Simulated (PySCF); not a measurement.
MoO2Cl, SMILES [O]=[Mo+](=[O])[Cl], charge +1, multiplicity 1.

Geometry optimised at PBE-D3(BJ)/def2-SVP. The spin state was assumed, not searched. The isomer is the one that the SMILES or the coordinates give; other isomers of the formula were not compared. The def2 effective core potentials stand for the cores of Mo; spin–orbit coupling is left out.

The numbers are results of r2SCAN/def2-TZVPD (PySCF), not measurements.

Symmetry labels are those of the subgroup Cs that the program uses (full group Cs).

Computed valence orbital energies around the gap with their symmetry:
```json
[
 {"orbital": "HOMO−7", "symmetry": "A\"", "energy (eV)": "-17.79"},
 {"orbital": "HOMO−6", "symmetry": "A\"", "energy (eV)": "-17.43"},
 {"orbital": "HOMO−5", "symmetry": "A'", "energy (eV)": "-17.32"},
 {"orbital": "HOMO−4", "symmetry": "A'", "energy (eV)": "-16.82"},
 {"orbital": "HOMO−3", "symmetry": "A'", "energy (eV)": "-15.86"},
 {"orbital": "HOMO−2", "symmetry": "A\"", "energy (eV)": "-14.88"},
 {"orbital": "HOMO−1", "symmetry": "A'", "energy (eV)": "-14.83"},
 {"orbital": "HOMO", "symmetry": "A\"", "energy (eV)": "-14.53"},
 {"orbital": "LUMO", "symmetry": "A'", "energy (eV)": "-11.68"},
 {"orbital": "LUMO+1", "symmetry": "A'", "energy (eV)": "-10.64"},
 {"orbital": "LUMO+2", "symmetry": "A\"", "energy (eV)": "-10.29"},
 {"orbital": "LUMO+3", "symmetry": "A'", "energy (eV)": "-8.63"}
]
```
